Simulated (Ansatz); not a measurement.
`B[SiH2][SiH2]CF`, charge 0, multiplicity 1.

Give a relaxed structure at PBE0-D4/def2-TZVP (the Gaussian-basis code of Ansatz). (Estimate.)

Computed: 
Z-matrix (Å, degrees):
```
Si
Si 1 2.344
B 1 2.021 2 96.3
H 1 1.489 2 109.4 3 122.6
H 1 1.490 2 109.0 3 -119.1
C 2 1.915 1 97.7 3 3.2
H 2 1.488 1 118.1 3 116.5
H 2 1.488 1 116.1 3 -111.7
H 3 1.199 1 115.8 2 -87.0
H 3 1.195 1 120.6 2 120.1
F 6 1.443 2 107.7 1 -28.8
H 6 1.091 2 112.7 1 87.1
H 6 1.090 2 116.2 1 -145.3
```
This is one stationary point; other conformers may exist.
